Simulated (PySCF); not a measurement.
## Stretching DyF

Set-up: Dy x2c-TZVPall, F x2c-TZVPall; spin-free X2C with a Gaussian nucleus (PySCF 2.14). Energies in eV from Dy (4f10 6s2) + F in their ground configurations at the same level. All curves are PBE0. state 1: sextet, about 9.5 electrons in the 4f shell (Mulliken), real f orbitals that mix terms; state 2: sextet, about 9.4 electrons in the 4f shell (Mulliken), real f orbitals that mix terms, a second solution, started from another occupation; state 3: Ms = 1.5 determinant of mixed spin, about 10.0 electrons in the 4f shell (Mulliken), real f orbitals that mix terms, a second solution, started from another occupation.

```tsv
R (Å)	state 1	state 2	state 3
1.696	-4.680		-3.745
1.775	-5.325	-5.161	-4.537
1.854	-5.668	-5.475	-5.017
1.913	-5.783	-5.602	-5.224
1.972	-5.810	-5.641	-5.333
2.031	-5.772	-5.616	-5.366
2.110	-5.650	-5.510	-5.321
2.209	-5.424		-5.169
2.327	-5.096		-4.902
2.485	-4.626		-4.478
```

**Question.** Put a parabola through the three lowest points of the state 1 curve and estimate Re, k and ωe (reduced mass 17.03 u; 1 eV/Å² = 0.16022 mdyn/Å; ωe = 1302.8·√(k/μ) cm⁻¹).

**Answer.** Through R = 1.913, 1.972, 2.031 Å the second-order coefficient is 9.34 eV/Å², so Re ≈ 1.967 Å, k ≈ 2.99 mdyn/Å and ωe ≈ 546 cm⁻¹. A polynomial fit of higher order to the unrounded PBE0 energies gives Re = 1.964 Å, k = 3.09 mdyn/Å, ωe = 555 cm⁻¹; anharmonicity and rounding make the difference.

The higher-order fit for each curve: state 1: Re = 1.964 Å, ωe = 555 cm⁻¹, De = 5.81 eV; state 3: Re = 2.032 Å, ωe = 512 cm⁻¹, minimum 5.37 eV below the ground-state fragments. State 2 gave no clean fit.

Spin–orbit coupling is left out, which matters for elements this heavy, above all for dissociation energies. With d or f electrons several states lie close, and the lowest PBE0 determinant need not be the measured ground state.
